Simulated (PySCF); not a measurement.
C₂H₈OSSi₂, SMILES CS[SiH2][SiH2]C=O, GFN2-xTB optimised geometry. Atoms within 1.6 Å of the plane z = 0.8 Å (x, y, z in Å): C1 (2.02, 2.46, 0.09), S2 (1.95, 0.64, 0.04), Si3 (-0.19, 0.37, 0.03), Si4 (-0.55, -1.91, 0.00), C5 (-2.46, -1.91, 0.00), O6 (-3.07, -0.87, 0.00), H7 (1.54, 2.82, 0.99), H8 (3.07, 2.73, 0.10), H9 (1.54, 2.86, -0.79), H10 (-0.67, 1.09, 1.22), H13 (-0.14, -2.71, 1.16), H14 (-3.03, -2.86, 0.00).

Calculation: PySCF with PBE/def2-TZVP.

Map of the electrostatic potential (hartree/e), clipped to [-0.08, 0.12] on the plane z = 0.8 Å:

```
|:::::::::::::::::::::::::::|
|:::::::::::::::::-----:::::|
|::::::::::::::----------:::|
|::::::::::::::-----------::|
|:::::::::::::---===-------:|
|:::::::::::::--+@@%+++=---:|
|::::::::::::--=%@@@@%#+---:|
|:::..:::::::--=%@@@@@#+---:|
|:......::::-===*@@@@#+=--::|
|........::=#%#*+#@@@+--::::|
|........:-%@@@@%@@@@*-:::::|
|...    .:=@@@@@@@@@@#::::::|
|..      :=@@@@@@@@@@+:...::|
|..    ..:+@@@@@@@@@@:....::|
|.   .+#--+%@@@@%**+-. ...::|
|..  :@@%+*@@@@@*=-:......::|
|..  :%@@@@@@@@@*=-:......::|
|....:*@@@@@@@@@#=-::....:::|
|::::-#@@@@@@@@@*=-:::::::::|
|:::-=#@@@@@@@@@+--:::::::::|
|:::-=*%%#*%@@@@=--:::::::::|
|::--=+*++++*##+--::::::::::|
|::---=========--:::::::::::|
|::-------------::::::::::::|
|::-------------::::::::::::|
|:::-----------:::::::::::::|
|:::----------::::::::::::::|
```
Scale: ten equal steps from -0.042 (start of ' ') to 0.120 (end of '@'), in the order ' .:-=+*#%@'; x runs from -5.50 to 5.50, y from -5.50 (bottom) to 5.50 (top).
